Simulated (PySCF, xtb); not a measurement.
HO₃S, SMILES O=S(=O)=[OH+], charge +1.

Harmonic wavenumbers (cm⁻¹) from xtb with GFN2-xTB at its own minimum, in rising order: 342, 379, 429, 520, 780, 861, 1192, 1444, 3328.

Q: What does PBE0-D3(BJ)/def2-SVP (PySCF 2.14.0) give at its own minimum? (Estimate from the structure and the level; the computed values follow.)

A: 435, 437, 472, 513, 938, 1087, 1280, 1562, 3586. Paired by order, the mean absolute difference is 116 cm⁻¹ and the zero-point energies are 13.3 and 14.7 kcal/mol.
